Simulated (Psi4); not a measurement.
Input for Psi4: SAPT0/jun-cc-pV(D+d)Z on CH7NO (a complex), monomers drawn apart or pushed together.

```
memory 2025 MB

molecule dimer {
0 1
N     0.02239654   -0.12360419    0.07607623
H    -0.34487830   -0.95889678   -0.36566199
H    -0.35936962    0.67723099   -0.41445862
H     1.02652710   -0.11891398   -0.06257785
--
0 1
C     0.33598883    0.00804669    3.48194293
O    -0.81570746   -0.06141726    2.67070705
H     0.99262558   -0.86363803    3.35583986
H     0.01015503    0.03354400    4.52273157
H     0.92997938    0.91261756    3.29269537
H    -0.53169350   -0.08394892    1.73667833
units angstrom
symmetry c1
no_reorient
no_com
}

set {
  basis jun-cc-pV(D+d)Z
  scf_type df
  freeze_core true
}

energy('sapt0')
```

Output:

```
[...]
==> Input File <==

--------------------------------------------------------------------------
memory 2025 MB

molecule dimer {
0 1
N     0.02239654   -0.12360419    0.07607623
H    -0.34487830   -0.95889678   -0.36566199
H    -0.35936962    0.67723099   -0.41445862
H     1.02652710   -0.11891398   -0.06257785
--
0 1
C     0.33598883    0.00804669    3.48194293
O    -0.81570746   -0.06141726    2.67070705
H     0.99262558   -0.86363803    3.35583986
H     0.01015503    0.03354400    4.52273157
H     0.92997938    0.91261756    3.29269537
H    -0.53169350   -0.08394892    1.73667833
units angstrom
symmetry c1
no_reorient
no_com
}

set {
  basis jun-cc-pV(D+d)Z
  scf_type df
  freeze_core true
}

energy('sapt0')
--------------------------------------------------------------------------


   => Loading Basis Set <=

    Name: JUN-CC-PV(D+D)Z
    Role: ORBITAL
    Keyword: BASIS
    atoms 1         entry N          line   222 file jun-cc-pv_dpd_z.gbs
    atoms 2-4, 7-10 entry H          line    60 file jun-cc-pv_dpd_z.gbs
    atoms 5         entry C          line   188 file jun-cc-pv_dpd_z.gbs
    atoms 6         entry O          line   256 file jun-cc-pv_dpd_z.gbs

   => Loading Basis Set <=

    Name: JUN-CC-PV(D+D)Z
    Role: ORBITAL
    Keyword: BASIS
    atoms 1         entry N          line   222 file jun-cc-pv_dpd_z.gbs
    atoms 2-4, 7-10 entry H          line    60 file jun-cc-pv_dpd_z.gbs
    atoms 5         entry C          line   188 file jun-cc-pv_dpd_z.gbs
    atoms 6         entry O          line   256 file jun-cc-pv_dpd_z.gbs


  //>>>>>>>>>>>>>>>>>>>>>>>>>>>>>>>>>>>//
  //              Dimer HF             //
  //<<<<<<<<<<<<<<<<<<<<<<<<<<<<<<<<<<<//

   => Libint2 <=

    Primary   basis highest AM E, G, H:  7, 6, 3
    Auxiliary basis highest AM E, G, H:  7, 7, 4
    Onebody   basis highest AM E, G, H:  -, -, -
    Solid Harmonics ordering:            Gaussian


   => Loading Basis Set <=

    Name: JUN-CC-PV(D+D)Z
    Role: ORBITAL
    Keyword: BASIS
    atoms 1         entry N          line   222 file jun-cc-pv_dpd_z.gbs
    atoms 2-4, 7-10 entry H          line    60 file jun-cc-pv_dpd_z.gbs
    atoms 5         entry C          line   188 file jun-cc-pv_dpd_z.gbs
    atoms 6         entry O          line   256 file jun-cc-pv_dpd_z.gbs


         ---------------------------------------------------------
                                   SCF
               by Justin Turney, Rob Parrish, Andy Simmonett
                          and Daniel G. A. Smith
                              RHF Reference
                        1 Threads,   1931 MiB Core
         ---------------------------------------------------------

  ==> Geometry <==

    Molecular point group: c1
    Full point group: C1

    Geometry (in Angstrom), charge = 0, multiplicity = 1:

       Center              X                  Y                   Z               Mass
    ------------   -----------------  -----------------  -----------------  -----------------
         N            0.022396540000    -0.123604190000     0.076076230000    14.003074004430
         H           -0.344878300000    -0.958896780000    -0.365661990000     1.007825032230
         H           -0.359369620000     0.677230990000    -0.414458620000     1.007825032230
         H            1.026527100000    -0.118913980000    -0.062577850000     1.007825032230
         C            0.335988830000     0.008046690000     3.481942930000    12.000000000000
         O           -0.815707460000    -0.061417260000     2.670707050000    15.994914619570
         H            0.992625580000    -0.863638030000     3.355839860000     1.007825032230
         H            0.010155030000     0.033544000000     4.522731570000     1.007825032230
         H            0.929979380000     0.912617560000     3.292695370000     1.007825032230
         H           -0.531693500000    -0.083948920000     1.736678330000     1.007825032230

  Running in c1 symmetry.

  Rotational constants: A =      0.93899  B =      0.05440  C =      0.05245 [cm^-1]
  Rotational constants: A =  28150.31234  B =   1630.73496  C =   1572.32632 [MHz]
  Nuclear repulsion =   82.891047571888663

  Charge       = 0
  Multiplicity = 1
  Electrons    = 28
  Nalpha       = 14
  Nbeta        = 14

  ==> Algorithm <==

  SCF Algorithm Type is DF.
  DIIS enabled.
  MOM disabled.
  Fractional occupation disabled.
  Guess Type is SAD.
  Energy threshold   = 1.00e-08
  Density threshold  = 1.00e-08
  Integral threshold = 1.00e-12

  ==> Primary Basis <==

  Basis Set: JUN-CC-PV(D+D)Z
    Blend: JUN-CC-PV(D+D)Z
    Number of shells: 45
    Number of basis functions: 89
    Number of Cartesian functions: 92
    Spherical Harmonics?: true
    Max angular momentum: 2

   => Loading Basis Set <=

    Name: (JUN-CC-PV(D+D)Z AUX)
    Role: JKFIT
    Keyword: DF_BASIS_SCF
    atoms 1         entry N          line   202 file jun-cc-pvdz-jkfit.gbs
    atoms 2-4, 7-10 entry H          line    70 file jun-cc-pvdz-jkfit.gbs
  
[...]
:  -115.05652345195983

   => Energetics <=

    Nuclear Repulsion Energy =             40.3227988182699590
    One-Electron Energy =                -236.7659334429065723
    Two-Electron Energy =                  81.3866111726767940
    Total Energy =                       -115.0565234519598334

Computation Completed


Properties will be evaluated at   0.000000,   0.000000,   0.000000 [a0]

Properties computed using the SCF density matrix


 Multipole Moments:

 ------------------------------------------------------------------------------------
     Multipole            Electronic (a.u.)      Nuclear  (a.u.)        Total (a.u.)
 ------------------------------------------------------------------------------------

 L = 1.  Multiply by 2.5417464519 to convert [e a0] to [Debye]
 Dipole X            :          6.6020346           -5.8745164            0.7275182
 Dipole Y            :          0.8575101           -0.8399518            0.0175583
 Dipole Z            :       -104.4891025          104.2472314           -0.2418711
 Magnitude           :                                                    0.7668720

 ------------------------------------------------------------------------------------

  Constructing Basis Sets for SAPT...

   => Loading Basis Set <=

    Name: (JUN-CC-PV(D+D)Z AUX)
    Role: RIFIT
    Keyword: DF_BASIS_SAPT
    atoms 1         entry N          line   144 file jun-cc-pvdz-ri.gbs
    atoms 2-4, 7-10 entry H          line    30 file jun-cc-pvdz-ri.gbs
    atoms 5         entry C          line   100 file jun-cc-pvdz-ri.gbs
    atoms 6         entry O          line   188 file jun-cc-pvdz-ri.gbs

   => Loading Basis Set <=

    Name: (JUN-CC-PV(D+D)Z AUX)
    Role: JKFIT
    Keyword: DF_BASIS_ELST
    atoms 1         entry N          line   202 file jun-cc-pvdz-jkfit.gbs
    atoms 2-4, 7-10 entry H          line    70 file jun-cc-pvdz-jkfit.gbs
    atoms 5         entry C          line   146 file jun-cc-pvdz-jkfit.gbs
    atoms 6         entry O          line   258 file jun-cc-pvdz-jkfit.gbs


  //>>>>>>>>>>>>>>>>>>>>>>>>>>>>>>>>>>>//
  //               SAPT0               //
  //<<<<<<<<<<<<<<<<<<<<<<<<<<<<<<<<<<<//



        SAPT0
    Ed Hohenstein
     6 June 2009

      Orbital Information
  --------------------------
    NSO        =        89
    NMO        =        89
    NRI        =       293
    NRI (Elst) =       398
    NOCC A     =         5
    NOCC B     =         9
    FOCC A     =         1
    FOCC B     =         2
    NVIR A     =        84
    NVIR B     =        80

    Elst10,r            =    -0.029280432216 [Eh]
    Exch10              =     0.036515923115 [Eh]
    Exch10 (S^2)        =     0.035657123611 [Eh]

    Maxiter = 50
    CPHF R converge = 1.000000E-08

    Iter     Energy [mEh]          dE [mEh]         Residual      Time [s]
       1     -10.02700686      10.027006856     1.844303e-02             0
       2     -12.97697106       2.949964202     4.532012e-03             0
       3     -13.03108095       0.054109897     1.462722e-03             0
       4     -12.98507493      -0.046006020     3.306684e-04             0
       5     -12.98016772      -0.004907216     7.870041e-05             0
       6     -12.98302004       0.002852321     1.031667e-05             0
       7     -12.98273048      -0.000289561     1.666165e-06             0
       8     -12.98275886       0.000028383     3.352271e-07             0
       9     -12.98275526      -0.000003605     6.352975e-08             0
      10     -12.98275568       0.000000423     7.487310e-09             0

    CHF Iterations converged

    Maxiter = 50
    CPHF R converge = 1.000000E-08

    Iter     Energy [mEh]          dE [mEh]         Residual      Time [s]
       1      -3.61365875       3.613658746     8.876382e-03             0
       2      -4.17636387       0.562705121     1.942396e-03             0
       3      -4.20718819       0.030824321     5.706661e-04             0
       4      -4.20400132      -0.003186866     1.907541e-04             0
       5      -4.19955984      -0.004441479     3.536386e-05             0
       6      -4.20054726       0.000987416     5.620483e-06             0
       7      -4.20049998      -0.000047278     1.677518e-06             0
       8      -4.20048472      -0.000015257     4.553364e-07             0
       9      -4.20048912       0.000004397     6.653351e-08             0
      10      -4.20048885      -0.000000276     1.113145e-08             0
      11      -4.20048885       0.000000004     1.968202e-09             0

    CHF Iterations converged

    Ind20,r (A<-B)      =    -0.012982755679 [Eh]
    Ind20,r (B<-A)      =    -0.004200488849 [Eh]
    Ind20,r             =    -0.017183244528 [Eh]
    Exch-Ind20,r (A<-B) =     0.008154218886 [Eh]
    Exch-Ind20,r (B<-A) =     0.002641166609 [Eh]
    Exch-Ind20,r        =     0.010795385495 [Eh]
    Disp20              =    -0.007663188894 [Eh]
    Disp20 (SS)         =    -0.003831594447 [Eh]
    Disp20 (OS)         =    -0.003831594447 [Eh]
    Exch-Disp20         =     0.002018760869 [Eh]
    Exch-Disp20 (SS)    =     0.001173970462 [Eh]
    Exch-Disp20 (OS)    =     0.000844790408 [Eh]

    SAPT Results
  --------------------------------------------------------------------------------------------------------
    Electrostatics                -29.28043222 [mEh]     -18.37374861 [kcal/mol]     -76.87576419 [kJ/mol]
      Elst10,r                    -29.28043222 [mEh]     -18.37374861 [kcal/mol]     -76.87576419 [kJ/mol]

    Exchange                       36.51592311 [mEh]      22.91408770 [kcal/mol]      95.87254293 [kJ/mol]
      Exch10                       36.51592311 [mEh]      22.91408770 [kcal/mol]      95.87254293 [kJ/mol]
      Exch10(S^2)                  35.65712361 [mEh]      22.37518287 [kcal/mol]      93.61776514 [kJ/mol]

    Induction                     -11.49402407 [mEh]      -7.21260900 [kcal/mol]     -30.17755604 [kJ/mol]
      Ind20,r                     -17.18324453 [mEh]     -10.78264873 [kcal/mol]     -45.11460229 [kJ/mol]
      Exch-Ind20,r                 10.79538550 [mEh]       6.77420667 [kcal/mol]      28.34328071 [kJ/mol]
      delta HF,r (2)               -5.10616504 [mEh]      -3.20416694 [kcal/mol]     -13.40623446 [kJ/mol]

    Dispersion                     -5.64442802 [mEh]      -3.54193206 [kcal/mol]     -14.81944374 [kJ/mol]
      Disp20                       -7.66318889 [mEh]      -4.80872363 [kcal/mol]     -20.11969967 [kJ/mol]
      Exch-Disp20                   2.01876087 [mEh]       1.26679157 [kcal/mol]       5.30025593 [kJ/mol]
      Disp20 (SS)                  -3.83159445 [mEh]      -2.40436182 [kcal/mol]     -10.05984983 [kJ/mol]
      Disp20 (OS)                  -3.83159445 [mEh]      -2.40436182 [kcal/mol]     -10.05984983 [kJ/mol]
      Exch-Disp20 (SS)              1.17397046 [mEh]       0.73667759 [kcal/mol]       3.08225902 [kJ/mol]
      Exch-Disp20 (OS)              0.84479041 [mEh]       0.53011398 [kcal/mol]       2.21799691 [kJ/mol]

  Total HF                         -4.25853317 [mEh]      -2.67226991 [kcal/mol]     -11.18077731 [kJ/mol]
  Total SAPT0                      -9.90296120 [mEh]      -6.21420197 [kcal/mol]     -26.00022104 [kJ/mol]

  Special recipe for scaled SAPT0 (see Manual):
    Electrostatics sSAPT0         -29.28043222 [mEh]     -18.37374861 [kcal/mol]     -76.87576419 [kJ/mol]
    Exchange sSAPT0                36.51592311 [mEh]      22.91408770 [kcal/mol]      95.87254293 [kJ/mol]
    Induction sSAPT0              -10.69506808 [mEh]      -6.71125654 [kcal/mol]     -28.07989737 [kJ/mol]
    Dispersion sSAPT0              -5.49502149 [mEh]      -3.44817805 [kcal/mol]     -14.42717695 [kJ/mol]
  Total sSAPT0                     -8.95459867 [mEh]      -5.61909550 [kcal/mol]     -23.51029558 [kJ/mol]
  --------------------------------------------------------------------------------------------------------



*** Psi4 exiting successfully. Buy a developer a beer!
```

The run finished.

Cost: roughly 9 core-seconds.
